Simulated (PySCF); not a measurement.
Stretching SrCd⁺

Set-up: Sr def2-SVP with ECP28, Cd def2-SVP with ECP28; scalar-relativistic core potentials (PySCF 2.14). Energies in eV from Sr⁺ + Cd in their ground configurations at the same level. State: ²Σ⁺ (doublet), unpaired electrons σ ↑.

All columns are UHF. A positive dipole points towards Cd; it is taken about the centre of mass and depends on that origin.

```json
{"R (Å)": "3.067", "E (eV)": "0.173", "μ (D)": "-3.32", "Mulliken charge on Sr (basis-dependent)": "0.94", "HOMO (eV)": "-9.28", "LUMO (eV)": "-3.81", "Mayer bond order": "0.28", "⟨S²⟩": "0.78"}
{"R (Å)": "3.209", "E (eV)": "-0.014", "μ (D)": "-3.67", "Mulliken charge on Sr (basis-dependent)": "0.97", "HOMO (eV)": "-9.32", "LUMO (eV)": "-3.85", "Mayer bond order": "0.23", "⟨S²⟩": "0.78"}
{"R (Å)": "3.352", "E (eV)": "-0.132", "μ (D)": "-4.06", "Mulliken charge on Sr (basis-dependent)": "0.98", "HOMO (eV)": "-9.37", "LUMO (eV)": "-3.89", "Mayer bond order": "0.20", "⟨S²⟩": "0.78"}
{"R (Å)": "3.459", "E (eV)": "-0.188", "μ (D)": "-4.37", "Mulliken charge on Sr (basis-dependent)": "0.98", "HOMO (eV)": "-9.41", "LUMO (eV)": "-3.92", "Mayer bond order": "0.18", "⟨S²⟩": "0.78"}
{"R (Å)": "3.566", "E (eV)": "-0.223", "μ (D)": "-4.72", "Mulliken charge on Sr (basis-dependent)": "0.97", "HOMO (eV)": "-9.45", "LUMO (eV)": "-3.96", "Mayer bond order": "0.17", "⟨S²⟩": "0.78"}
{"R (Å)": "3.673", "E (eV)": "-0.243", "μ (D)": "-5.08", "Mulliken charge on Sr (basis-dependent)": "0.97", "HOMO (eV)": "-9.50", "LUMO (eV)": "-4.00", "Mayer bond order": "0.17", "⟨S²⟩": "0.78"}
{"R (Å)": "3.816", "E (eV)": "-0.252", "μ (D)": "-5.61", "Mulliken charge on Sr (basis-dependent)": "0.96", "HOMO (eV)": "-9.56", "LUMO (eV)": "-4.04", "Mayer bond order": "0.17", "⟨S²⟩": "0.78"}
{"R (Å)": "3.994", "E (eV)": "-0.245", "μ (D)": "-6.31", "Mulliken charge on Sr (basis-dependent)": "0.94", "HOMO (eV)": "-9.64", "LUMO (eV)": "-4.10", "Mayer bond order": "0.18", "⟨S²⟩": "0.77"}
{"R (Å)": "4.208", "E (eV)": "-0.223", "μ (D)": "-7.21", "Mulliken charge on Sr (basis-dependent)": "0.93", "HOMO (eV)": "-9.73", "LUMO (eV)": "-4.17", "Mayer bond order": "0.18", "⟨S²⟩": "0.77"}
{"R (Å)": "4.493", "E (eV)": "-0.187", "μ (D)": "-8.46", "Mulliken charge on Sr (basis-dependent)": "0.92", "HOMO (eV)": "-9.84", "LUMO (eV)": "-4.25", "Mayer bond order": "0.17", "⟨S²⟩": "0.76"}
```

A fit through these points gives, at Re = 3.826 Å, μ = -5.65 D and dμ/dR = -3.82 D/Å; the reduced mass is 49.61 u.

Problem. How strong is the fundamental in the double-harmonic approximation, I = 42.26·(dμ/dR)²/μred km/mol?

Solution. I = 42.26·(-3.82)²/49.61 = 12.4 km/mol at UHF.

Spin–orbit coupling is left out. For an ion De counts to the pair picked by the measured ionisation energies or electron affinities, which need not be the lowest pair at this level. Hartree–Fock leaves out correlation, which carries a large part of most bond energies and some tenths to 1 eV of ionisation energies. The state is the lowest determinant that a PBE0 search found; another state may lie lower at other levels.
